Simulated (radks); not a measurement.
The mean radii <r> (bohr) of the occupied orbitals of an atom or ion are listed with their occupations. Calculated with a radial shooting solver on a logarithmic mesh with Libxc functionals: Dirac Kohn-Sham, B86b exchange with PBE correlation, spin-unpolarised, spherical densities, finite nucleus; Fermi nuclear charge, rms radius of each element as measured or else 0.836 A^(1/3) + 0.57 fm.

orbital  occ.     <r>
1s1/2       2  0.1112
2s1/2       2  0.5659
2p1/2       2  0.5326
2p3/2       4  0.5348
3s1/2       1   1.844

Name the element and its charge. Open shells, if any, fill j = l - 1/2 first.

Answer. Z = 14, silicon, charge +3: Si3+ in [Ne] 3s1. The 1s radius gives Z: for a bare nucleus <r> = (2 gamma + 1)/(2Z) with gamma = sqrt(1 - (Z/c)^2), 0.1068 bohr for Z = 14, and screening makes it slightly larger (0.1112 here). The occupations add up to 11, and the charge is Z minus that.
